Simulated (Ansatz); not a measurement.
`[F][Al]([SH])[Cl]` and `[F][Al]([Cl])[SeH]` differ in one element.

Ansatz, PBE0-D4/def2-TZVP geometries, multiplicity 1. Each molecule was computed in one conformer, which needn't be the lowest.

Scalar relativity is left out up to krypton.

| property | `[F][Al]([SH])[Cl]` |
| --- | --- |
| size of the dipole moment (PBE/def2-TZVPP) / D | 1.38 |
| HOMO energy (PBE/def2-TZVPP) / eV | -7.07 |
| HOMO energy (PBE0/def2-TZVPP) / eV | -8.31 |
| HOMO–LUMO gap (B3LYP/def2-TZVPP) / eV | 6.71 |
| LUMO energy (B3LYP/def2-TZVPP) / eV | -1.32 |
| size of the dipole moment (ωB97M-V/def2-TZVPP) / D | 1.34 |

Give the same properties after the change, and the shifts. (An estimate is asked.)

The calculation gave: 
```tsv
property	`[F][Al]([Cl])[SeH]`	shift
size of the dipole moment (PBE/def2-TZVPP) / D	1.11	-0.27
HOMO energy (PBE/def2-TZVPP) / eV	-6.71	0.36
HOMO energy (PBE0/def2-TZVPP) / eV	-7.86	0.45
HOMO–LUMO gap (B3LYP/def2-TZVPP) / eV	6.19	-0.52
LUMO energy (B3LYP/def2-TZVPP) / eV	-1.40	-0.08
size of the dipole moment (ωB97M-V/def2-TZVPP) / D	1.00	-0.34
```

With PBE0 the HOMO rises by 0.45 eV and the LUMO falls by 0.09 eV, so the gap narrows by about 0.54 eV. PBE moves the HOMO by 0.36 eV and ωB97M-V by 0.50 eV. Dipoles are sizes alone; their direction can turn.

B3LYP here is the variant with VWN-RPA as its local correlation; programs differ in this.

Spin–orbit coupling is left out; it splits and shifts lone-pair levels of the heavy atoms by tenths of an eV.
